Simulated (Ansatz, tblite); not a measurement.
Removing an electron: PAsSbSb tetrahedron (Sb₂AsP). The state is a singlet with charge 0. Geometry: PBE0-D4/def2-SVP. Ansatz, gas phase; energy differences of separate SCF runs; the oxidised species was run as a doublet alone.

```xyz
4

P     0.150    1.341    0.539
As    0.730   -0.884    1.005
Sb    0.749   -0.070   -1.496
Sb   -1.628   -0.386   -0.048
```

In the def2 sets Sb takes a core potential; there is no spin–orbit coupling. The xTB rows come from tblite. HOMO above LUMO, or a gap near zero within one spin, warns that the state may not be the lowest or that an electron is smeared out.

```csv
level,−HOMO (eV),vertical IE (eV),−LUMO (eV),HOMO–LUMO gap (eV),remarks
GFN1-xTB,9.01,12.73,6.18,2.83,–
GFN2-xTB,9.28,11.87,6.98,2.30,–
PBE-D4/def2-TZVP,5.71,8.23,2.21,3.50,gap within one spin near zero (+1 doublet)
r2SCAN-D4/def2-TZVP,5.96,8.35,2.13,3.82,–
PBE0-D4/def2-TZVP,6.59,8.34,1.60,4.99,–
```

  Raw xTB energy differences between charge states are shifted by several eV; the methods need an empirical correction for them.
